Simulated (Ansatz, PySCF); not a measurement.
Caution: the highest occupied level lies above zero, so the state may not be bound. Caution: the restricted solution is unstable towards spin-unrestricted or complex orbitals, so a lower solution exists and this singlet may not be the ground state. This singlet is an excited state, 0.26 eV above the relaxed triplet at the level frozen-core CCSD(T)/aug-cc-pVTZ // PBE0-D3(BJ)/def2-TZVPD (Ansatz, a first-principles code).

Cartesian coordinates (Å):
```xyz
6

B      1.4318    -0.7543     0.0058
Si    -0.4324     0.0198    -0.0897
H      2.2439     0.1678     0.0658
H     -1.4555    -0.8546    -0.7724
H     -0.9072     1.4028    -0.5668
H     -0.8806     0.0186     1.3573
```
Charge -1, spin multiplicity 1.

Question: Give the total energy and HOMO at the level PySCF 2.14.0 with PBE0-D3(BJ)/def2-TZVPD.

Answer: 
```
Item                Value
------------  -----------
total energy  -8612.41 eV
HOMO              0.64 eV
```
